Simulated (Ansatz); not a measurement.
Consider the ligand exchange at the Si–C bond: `O[SiH2]C[SiH2]O` + `N[Si](O)(Cl)Cl` → `O[SiH2]N[Si](O)(Cl)Cl` + `C[SiH2]O`.

Program: Ansatz. Geometries: PBE0-D4/def2-TZVP. ΔE: electronic, gas phase. CCSD(T)/CBS is the MP2 limit (def2-TZVPP, def2-QZVPP) plus CCSD(T) − MP2 in def2-TZVPP, frozen cores. This one scheme is used for every species. Functionals use def2-TZVPP. B3LYP here is the variant with VWN-RPA as its local correlation; programs differ in this. Each species was taken in one conformer, which may not be the lowest.

```json
{"level": "B3LYP-D4", "ΔE (kJ/mol)": "-57.2"}
{"level": "PBE", "ΔE (kJ/mol)": "-48.1"}
{"level": "r2SCAN", "ΔE (kJ/mol)": "-53.3"}
{"level": "MP2/def2-QZVPP", "ΔE (kJ/mol)": "-56.3"}
{"level": "SCS-MP2/def2-QZVPP", "ΔE (kJ/mol)": "-58.1"}
{"level": "HF/CBS(def2)", "ΔE (kJ/mol)": "-64.6"}
{"level": "MP2/CBS(def2)", "ΔE (kJ/mol)": "-55.7"}
{"level": "CCSD/CBS(def2)", "ΔE (kJ/mol)": "-55.9"}
```

(1) What does CCSD(T)/CBS give? (An estimate is asked.)

Largest T1 diagnostic among the species: 0.011.

Answers

(1) The calculation gave: -55.2 kJ/mol. The listed levels differ from it by -2.0, 7.1, 1.9, -1.1, -2.9, -9.4, -0.5, -0.7 kJ/mol.

In def2-TZVPP, CCSD(T) changes the Hartree–Fock value by +7.8 kJ/mol (the triples alone add +0.7 kJ/mol) and MP2 by +7.3 kJ/mol.
